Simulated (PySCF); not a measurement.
One of the candidates below gave these computed data.

All candidates are C5H10O2.

- NMR, other nuclei: isotropic shieldings of nuclei other than C and H, by class: 269 (2 O) ppm [GIAO PBE0/pcSseg-1]
- Polarisability: 72.1 au [PBE0/def2-SVPD]
- Dipole: 1.76 D [PBE0/def2-SVPD]
- UV, strongest line: among the 6 lowest singlet transitions: S5 at 7.68 eV (161 nm, f = 0.177) [TDDFT PBE0/def2-SVPD]
- 13C NMR: chemical shifts (computed TMS as zero) by class: 144.5 (1 C), 124.2 (1 C), 113.9 (1 C), 56.0 (2 C) ppm [GIAO PBE0/pcSseg-1]
- Rotational structure: rotational constants A, B, C: 3.352, 2.152, 1.436 GHz [GFN2-xTB]

Gas-phase values; electronic properties from PySCF, density fitting. Levels stand in brackets. The structure is a single GFN2-xTB conformer in the gas phase; no vibrational or solvent corrections. Each NMR value is the plain mean over a class of atoms that symmetry, rotation or inversion makes alike.

Question: Which candidate is it?
A. `CC(C)(C)OC=O`
B. `COC[C@H](C)C=O`
C. `C=CC(OC)OC`
D. `C=C[C@@H](CO)OC`

Answer: C. It is `C=CC(OC)OC`. Numbering: `[CH2:1]=[CH:2][CH:3]([O:4][CH3:5])[O:6][CH3:7]`. Its formula, C5H10O2, gives 1 degree of unsaturation: 0 rings and 1 π bond in the structure found. 5 carbons fall into 4 classes; from least to most shielded: alkene CH carbon [C2] (144.5 ppm), terminal =CH2 carbon [C1] (124.2 ppm), sp3 carbon bearing two oxygens [C3] (113.9 ppm), methoxy carbon [C5/C7] (56.0 ppm, 2 C, up to 2.4 ppm apart in this geometry). The other shieldings belong to: 269 ppm, ether oxygen [O4/O6]. The optimised geometry has point group C1 and is an asymmetric top.

The others, at the same levels:
- `CC(C)(C)OC=O` fails: it has 3 carbon classes against 4; its computed 13C shifts are 165.4 (1 C), 81.5 (1 C), 29.1 (3 C) ppm, strongest line among the 6 lowest singlet transitions is S3 at 8.04 eV (154 nm, f = 0.130) (against S5 at 7.68 eV) and static isotropic polarisability is 67.8 au (against 72.1 au).
- `COC[C@H](C)C=O` fails: it has 5 carbon classes against 4; its computed 13C shifts are 208.5 (1 C), 76.5 (1 C), 61.6 (1 C), 52.5 (1 C), 14.4 (1 C) ppm, rotational constant A is 4.457 GHz (against 3.352 GHz) and smallest rotational constant is 1.204 GHz (against 1.436 GHz).
- `C=C[C@@H](CO)OC` fails: it has 5 carbon classes against 4; its computed 13C shifts are 147.0 (1 C), 125.3 (1 C), 89.3 (1 C), 71.5 (1 C), 58.5 (1 C) ppm and rotational constant A is 2.908 GHz (against 3.352 GHz).

Each candidate is one conformer, not necessarily the lowest. The conformers computed, where there is a choice (atom-mapped SMILES and torsion angles):
- `[CH2:1]=[CH:2][CH:3]([O:4][CH3:5])[O:6][CH3:7]`: C1–C2–C3–O4 107°, C2–C3–O4–C5 -73°, C2–C3–O6–C7 175°
- `[CH3:1][C:2]([CH3:3])([CH3:4])[O:5][CH:6]=[O:7]`: C1–C2–O5–C6 180°, C2–O5–C6–O7 0°
- `[CH3:1][O:2][CH2:3][C@H:4]([CH3:5])[CH:6]=[O:7]`: C1–O2–C3–C4 -178°, O2–C3–C4–C5 -69°, C3–C4–C6–O7 -8°
- `[CH2:1]=[CH:2][C@@H:3]([CH2:4][OH:5])[O:6][CH3:7]`: C1–C2–C3–C4 121°, C2–C3–C4–O5 63°, C2–C3–O6–C7 68°, H–O5–C4–C3 50°
